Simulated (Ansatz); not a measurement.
Consider the cleavage of the B–Ga bond: `[F][GaH][B](S)Cl` + HBr → `SB(Cl)Br` + `[F][GaH2]`.

Gas-phase electronic energies from Ansatz, PBE0-D4/def2-TZVP geometries. CCSD(T)/CBS adds triple-zeta CCSD(T) − MP2 to the extrapolated MP2 energy (def2 sets, frozen cores). DFT in def2-TZVPP. B3LYP here is the variant with VWN-RPA as its local correlation; programs differ in this. HSE06 is defined as in plane-wave codes. For Br, Ga outer-core shells are correlated without core-valence functions, which leaves a few kJ/mol of doubt a bond. Scalar relativity is left out up to krypton. One conformer a species, not always the lowest.

```csv
level,ΔE (kJ/mol),difference from CCSD(T)/CBS
BLYP-D4,-57.9,4.9
PBE0-D4,-62.7,0.1
r2SCAN0-D4,-68.1,-5.3
PBE-QIDH,-69.9,-7.1
revPBE,-60.6,2.2
PBE0,-63.9,-1.1
B3LYP,-63.2,-0.4
r2SCANh,-67.3,-4.5
HSE06,-64.1,-1.3
BHLYP,-68.4,-5.6
LC-ωPBE,-65.8,-3.0
RPA@PBE/def2-TZVPP,-60.6,2.2
HF/def2-SVP,-79.4,-16.6
MP2/def2-TZVPP,-73.7,-10.9
CCSD/def2-TZVPP,-65.0,-2.2
MP2/def2-QZVPP,-73.5,-10.7
CCSD(T)/CBS,-62.8,0
```

(1) What do rigid-rotor, harmonic-oscillator terms from PBE0-D4/def2-TZVP frequencies (298.15 K, 1 bar) make of the CCSD(T)/CBS value? (Estimate.)

Largest T1 diagnostic among the species: 0.015.

Answers

(1) Computed: ΔZPE = +1.1 kJ/mol, ΔH = -64.8 kJ/mol, ΔS = 7 J/(mol·K), ΔG = -66.8 kJ/mol.

From BLYP to BHLYP (50 % exact exchange), in def2-TZVPP and without D4, ΔE moves by −9.0 kJ/mol. At CCSD(T), def2-SVP lies −7.0 kJ/mol from the extrapolated value and def2-TZVPP −1.0 kJ/mol.

CCSD(T)/CBS has its own doubt, a few kJ/mol and more with outer-core shells, so smaller differences from it don't rank the levels.
